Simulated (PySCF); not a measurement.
## From a computed spectrum to the compound

A species of 7 atoms with charge 0 has these harmonic modes (PBE, small Gaussian bases with core potentials, PySCF 2.14.0):

```json
{"cm⁻¹": "36", "km/mol": "8.6", "symmetry": "a1"}
{"cm⁻¹": "109", "km/mol": "1.4", "symmetry": "e"}
{"cm⁻¹": "109", "km/mol": "1.4", "symmetry": "e"}
{"cm⁻¹": "266", "km/mol": "0.0", "symmetry": "a2"}
{"cm⁻¹": "349", "km/mol": "254.6", "symmetry": "e"}
{"cm⁻¹": "349", "km/mol": "254.6", "symmetry": "e"}
{"cm⁻¹": "466", "km/mol": "9.0", "symmetry": "e"}
{"cm⁻¹": "466", "km/mol": "9.0", "symmetry": "e"}
{"cm⁻¹": "481", "km/mol": "449.4", "symmetry": "a1"}
{"cm⁻¹": "573", "km/mol": "167.7", "symmetry": "e"}
{"cm⁻¹": "573", "km/mol": "167.7", "symmetry": "e"}
{"cm⁻¹": "595", "km/mol": "8.5", "symmetry": "a1"}
{"cm⁻¹": "3844", "km/mol": "128.8", "symmetry": "e"}
{"cm⁻¹": "3844", "km/mol": "128.8", "symmetry": "e"}
{"cm⁻¹": "3844", "km/mol": "8.2", "symmetry": "a1"}
```

Question: Which species is it, and in which structure?

Answer: Eu(OH)3 (singlet in the valence; each metal's 4f electrons, 6 of them, lie in its core potential, out of spins and levels):
```xyz
7

Eu    0.0000    0.0000   -0.0628
O     2.0764    0.0000    0.1763
H     3.0220    0.0000    0.3797
O    -1.0382    1.7982    0.1763
H    -1.5110    2.6171    0.3797
O    -1.0382   -1.7982    0.1763
H    -1.5110   -2.6171    0.3797
```
Ideal gas at 298.15 K and 1 bar: S = 375.4 J/(mol K), Cp = 108.2 J/(mol K), H − H(0 K) = 22.4 kJ/mol (rigid rotor, harmonic modes, spin degeneracy alone, that of the 4f electrons in the core included; the modes under 60 cm⁻¹ make these uncertain). An lcecp potential fixes the number of 4f electrons, so in runs with it no electron can move into or out of that shell.
 Other answers can fit too; this one was computed.
